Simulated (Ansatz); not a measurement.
Molecule: C₅H₅I, charge 0, multiplicity 1. SMILES: IC1=CC=CC1
Coordinates optimised at B3LYP-D3(BJ)/def2-TZVP (Ansatz, a first-principles code):
```
C
C 1 1.3429
H 2 1.0793 1 126.48
C 2 1.4652 3 125.18 1 -180.00
C 4 1.3437 2 109.76 3 180.00
H 5 1.0793 4 126.96 2 -180.00
H 4 1.0807 5 126.26 6 0.00
C 1 1.5016 2 110.19 3 -180.00
H 8 1.0949 1 111.65 2 -120.50
H 8 1.0949 9 106.43 1 122.07
I 1 2.0820 2 127.04 3 0.00
```

Parts of the frozen-core correlation energy in def2-QZVPP (Ansatz, hartree). Frozen orbitals: 14; correlated occupied orbitals by spin: 16 and 16; virtual: 487 and 487. Spin-orbit coupling is left out. In def2 rows, elements after Kr have scalar-relativistic effective core potentials. The restricted reference is unstable.

```
term                            value
-------------------------  ----------
reference (HF)             -488.94755
MP2 opposite-spin            -0.76606
MP2 same-spin                -0.24109
CCSD correlation             -1.03160
(T)                          -0.05567
T1 diagnostic                   0.012
largest doubles amplitude       0.061
```
